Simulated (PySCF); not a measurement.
A GIAO shielding run with PySCF 2.14.0 with density-fitted response routines (density fitting, non-relativistic, gas phase) on `CC(C)(C=O)[SiH2][SiH2]C(=O)O`, C5H12O3Si2:

```
$ OMP_NUM_THREADS=1 python probes_run.py task.json out

{"job": {"kind": "nmr", "xc": "PBE0", "basis": "pcSseg-1"}, "charge": 0, "multiplicity": 1}
C     -2.547345    -0.155490    -0.577305
C     -1.247963     0.065079     0.181915
C     -1.504253     0.814685     1.493235
C     -0.534395    -1.194117     0.458714
O      0.527738    -1.255488     1.044103
Si     0.072725     1.091084    -0.832456
Si     2.081726     0.786887     0.284321
C      2.742404    -0.890691    -0.354326
O      2.354985    -1.425322    -1.367042
O      3.686332    -1.424731     0.416828
H     -2.369135    -0.701672    -1.500772
H     -3.260639    -0.719260     0.024506
H     -3.000045     0.800293    -0.830529
H     -2.250363     0.286368     2.087309
H     -1.875546     1.817380     1.294601
H     -0.591858     0.888069     2.079844
H     -0.993755    -2.117276     0.061455
H     -0.020389     0.599480    -2.213183
H     -0.494828     2.450153    -0.859166
H      3.062468     1.770978    -0.221820
H      2.184401     0.826456     1.740705
H      3.967324    -2.293481     0.077916
```

Hardware: 1 thread of an Intel Xeon, shared host. The job also computes population analyses, field gradients.

Question: How large is the calculation?

Answer: 94 electrons, 244 basis functions and 1312 auxiliary functions.

Question: How long does it take, and how much memory does it need?

Answer: 3.2 min of wall time, with 15 SCF cycles and 5 response iterations; peak memory 1.1 GiB. Times on a shared host scatter by some tens of per cent.
